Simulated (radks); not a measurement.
Neutral titanium inside a hard spherical wall (all orbitals vanish at R), configuration held at [Ar] 3d2 4s2 and not refilled when levels cross. Method: scalar-relativistic Kohn-Sham, PBE, spin-unpolarised, spherical densities, point nucleus; computed with a radial shooting solver on a logarithmic mesh with Libxc functionals. Eigenvalues in eV, with the zero of energy where the potential of the charges vanishes at infinity; a dash marks a level that is unbound or too diffuse for the functional's potential to be trusted. A positive occupied level is held by the wall or, in an anion where self-interaction has pushed it up, behind a barrier. The pressure on the wall is -dE/dV.

R (bohr)  E (hartree)  kinetic (hartree)    e(3s)    e(3p)   e(4s)   e(3d)  e(4p, empty)  e(5s, empty)  pressure (GPa)
free       -853.56446            860.751  -62.634  -38.861  -4.467  -4.259        -1.466             -               0
20         -853.56446            860.751  -62.634  -38.861  -4.467  -4.259        -1.466             -        < 0.0001
10         -853.56352            860.760  -62.560  -38.788  -4.409  -4.190        -1.295         1.999          0.0238
8          -853.55656            860.808  -62.239  -38.468  -4.139  -3.893        -0.778         4.869           0.303
5          -853.38073            861.552  -58.959  -35.242  -0.405  -0.879         4.648        24.664            18.6
4          -852.99943            862.834  -55.211  -31.606   5.814   2.772        12.707        49.127            97.5
3.5        -852.52239            864.343  -51.974  -28.467  12.793   6.174        21.254        72.958             254
3          -851.51814            867.485  -46.853  -23.419  26.271  11.960        36.946        113.82             764
